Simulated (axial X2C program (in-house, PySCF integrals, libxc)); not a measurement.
The numbers below are computed, except where a source is named.
# SrS²⁺: input and output

Program: an in-house all-electron X2C program for linear molecules (integrals from PySCF).

The run was started with this input:
```json
{"zs": [38, 16], "q": 2, "bas": ["dyall-v3z", "dyall-v3z"], "levels": ["PBE0", "HF", "BLYP", "B97-3"], "cc": false, "r0": 2.51, "npts": 10, "nst": 2, "ntry": 6}
```
```bash
python so2c.py task.json out
```

Keys: zs atomic numbers; q charge; bas basis sets; levels methods; cc coupled cluster on or off; r0 starting distance in Å; npts points on the curve; nst determinants followed; ntry starts of the search. HF also brings MP2.

Output of the B97-3 step, 2c, at R = 3.066 Å for the state Ω = 1. It starts from PBE0 orbitals of this distance.

```
two-component X2C + atomic mean field  B97-3
basis functions 156  fitting functions 849  grid points 5084
iter        total energy     max residual
   1      -3576.400291093     4.00e-02
   2      -3576.400968228     2.13e-03
   3      -3576.400984032     1.29e-03
   4      -3576.400991131     8.06e-05
   5      -3576.400991404     1.99e-05
   6      -3576.400991478     1.32e-05
   7      -3576.400991503     9.51e-06
   8      -3576.400991520     5.23e-06
   9      -3576.400991526     1.44e-06
  10      -3576.400991527     4.78e-07
converged
one-electron -5132.31581875  Coulomb 1583.37440241  exact exchange -34.67961080  xc functional -96.32588925  nuclear repulsion 104.93794659  atomic mean-field constant -1.39202172
```
Energies are in hartree; totals compare only within one Hamiltonian and basis.
